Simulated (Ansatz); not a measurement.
Mulliken charges of `C=C1SB1N` from B3LYP/def2-TZVPP in Ansatz (PBE0-D4/def2-TZVP geometry).

```tsv
atom	x (Å)	y (Å)	z (Å)	charge (e)
C1	0.860	0.952	-1.495	-0.256
C2	0.578	0.082	-0.540	0.062
S3	1.334	-1.426	0.096	-0.190
B4	-0.154	-0.556	0.590	0.085
N5	-1.210	-0.581	1.477	-0.252
H6	1.731	0.861	-2.133	0.106
H7	0.202	1.799	-1.661	0.103
H8	-1.325	-1.300	2.170	0.172
H9	-1.928	0.122	1.480	0.171
```

Q: By hand: the dipole of these point charges (1 e Å = 4.8032 D).

A: Σ q r = (-0.499, 0.205, 0.238) e Å, of length 0.590 e Å = 2.83 D.

Q: How does the dipole of the full density compare? (Estimate.)

A: Computed: (-0.470, 0.104, 0.299) e Å, 2.72 D; the point charges give 1.04 times that, at 12° from its direction.

Point charges leave out the atoms' own dipoles, such as those of lone pairs, and Mulliken's split depends on the basis, so the close match here is no proof of good charges.

B3LYP here is the variant with VWN-RPA as its local correlation; programs differ in this.
